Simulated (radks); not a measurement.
The vanadium ion V+ inside a hard spherical wall (all orbitals vanish at R), configuration held at [Ar] 3d4 and not refilled when levels cross. All-electron calculation, scalar-relativistic Kohn-Sham, LDA (Slater exchange, VWN5 correlation), spin-unpolarised, spherical densities, point nucleus. Program: a radial shooting solver on a logarithmic mesh with Libxc functionals. Eigenvalues in eV, with the zero of energy where the potential of the charges vanishes at infinity; a dash marks a level that is unbound or too diffuse for the functional's potential to be trusted. A positive occupied level is held by the wall or, in an anion where self-interaction has pushed it up, behind a barrier. The pressure on the wall is -dE/dV.

| R (bohr) | E (hartree) | kinetic (hartree) | e(2p) | e(3s) | e(3p) | e(4s, empty) | e(3d) | e(4p, empty) | pressure (GPa) |
|---|---|---|---|---|---|---|---|---|---|
| free | -946.79944 | 955.048 | -505.22 | -72.872 | -47.177 | -9.712 | -9.260 | -5.924 | 0 |
| 15 | -946.79944 | 955.048 | -505.22 | -72.872 | -47.177 | -9.712 | -9.260 | -5.924 | < 0.0001 |
| 12 | -946.79944 | 955.048 | -505.22 | -72.872 | -47.177 | -9.712 | -9.260 | -5.920 | < 0.0001 |
| 10 | -946.79942 | 955.048 | -505.22 | -72.868 | -47.174 | -9.708 | -9.257 | -5.893 | 0.000708 |
| 4 | -946.70918 | 955.463 | -501.68 | -69.854 | -44.268 | -3.267 | -6.262 | 3.877 | 18.8 |
| 3.5 | -946.61089 | 955.855 | -499.32 | -68.010 | -42.488 | 2.175 | -4.184 | 10.800 | 55.3 |
| 2.5 | -945.68857 | 959.744 | -486.02 | -58.742 | -33.062 | 37.529 | 7.582 | 51.086 | 876 |
| 1.5 | -932.56594 | 1005.099 | -409.26 | 2.524 | 32.477 | 274.39 | 78.988 | 287.15 | 44600 |
